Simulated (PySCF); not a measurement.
**Working out the ionisation energy of Co⁺**

Co⁺ [Ar] 3d8 (3F) → Co²⁺ [Ar] 3d7 (4F). Calculation: PySCF 2.14, in jorge-DZP-DKH (8s6p2d1f, 43 functions); the spin-free X2C one-electron Hamiltonian (Gaussian nucleus). Frozen: [Ar]. Energies in hartree (1 hartree = 27.21139 eV):

```csv
part,Co⁺ (lower),Co²⁺ (upper)
UHF,-1391.370729,-1390.853997
MP2 opposite-spin,-0.113636,-0.062837
MP2 same-spin,-0.069968,-0.048365
```

Problem. What does Hartree-Fock give?

Solution. (-1390.853997) − (-1391.370729) = 0.516732 hartree = 14.061 eV.

Problem. What do MP2 and SCS-MP2 (6/5 opposite-spin, 1/3 same-spin) give?

Solution. The opposite-spin parts differ by 1.382 eV and the same-spin parts by 0.588 eV. MP2: 14.061 + (1.382) + (0.588) = 16.031 eV. SCS-MP2: 14.061 + 1.2 × (1.382) + (0.588)/3 = 15.915 eV.

Reference: 17.084 eV (measured; NIST Atomic Spectra Database, ionization energies), between the lowest levels; spin-orbit coupling is absent from the calculation.

A double-zeta basis recovers only part of the correlation energy.

What remains against the reference includes basis incompleteness, the frozen core and correlation beyond second order.
